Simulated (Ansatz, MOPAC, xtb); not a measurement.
Spectroscopic constants of P2+, multiplicity 2 (lowest of 2S+1 = 2, 4 at CCSD(T)/def2-TZVPP on PBE0 minima; our sources give no spin for the ground state, which may be another). The T1 diagnostic near the minimum is 0.084, so single-reference values are doubtful.

Constants: fifth-degree fit in 1/R to seven points, most abundant isotopes. Runs in def2 and cc sets follow the lowest solution found near the PBE0 minimum.

Programs: Ansatz (an electronic-structure program); MOPAC for PM6 (differences of heats of formation); xtb for the GFN methods.  The GFN methods have no spin term and hold the electronic entropy of 300 K.

| level | r_e (Å) | ω_e (cm⁻¹) | ω_e x_e (cm⁻¹) | α_e (cm⁻¹) |
|---|---|---|---|---|
| PM6 | 1.991 | 719 | -0.34 | 0.00029 |
| GFN2-xTB | 1.970 | 805 | 4.2 | 0.0019 |
| SVWN5/def2-TZVPP | 1.981 | 687 | 2.4 | 0.0014 |
| PBE/def2-TZVPP | 1.996 | 675 | 2.3 | 0.0014 |
| r2SCAN/def2-TZVPP | 1.976 | 707 | 2.3 | 0.0013 |
| B97M-V/def2-TZVPP | 1.970 | 718 | 2.3 | 0.0013 |
| B3LYP/def2-TZVPP | 1.976 | 703 | 2.3 | 0.0013 |
| PBE0/def2-TZVPP | 1.966 | 728 | 2.2 | 0.0013 |
| BHLYP/def2-TZVPP | 1.946 | 760 | 2.2 | 0.0012 |
| CAM-B3LYP/def2-TZVPP | 1.951 | 749 | 2.2 | 0.0012 |
| wB97X-V/def2-TZVPP | 1.946 | 772 | 2.0 | 0.0011 |
| wB97M-V/def2-TZVPP | 1.952 | 756 | 2.1 | 0.0012 |
| B2PLYP/def2-TZVPP | 1.983 | 679 | 3.0 | 0.0015 |

Cores are frozen in the correlated methods. The state that PM6 reach isn't checked.

Measured for the ground state: r_e 1.9859 Å, ω_e 672.2 cm-1, ω_e x_e 2.74 cm-1, B_e 0.276 cm-1, α_e 0.00151 cm-1 [Irikura, J. Phys. Chem. Ref. Data 36, 389 (2007)].
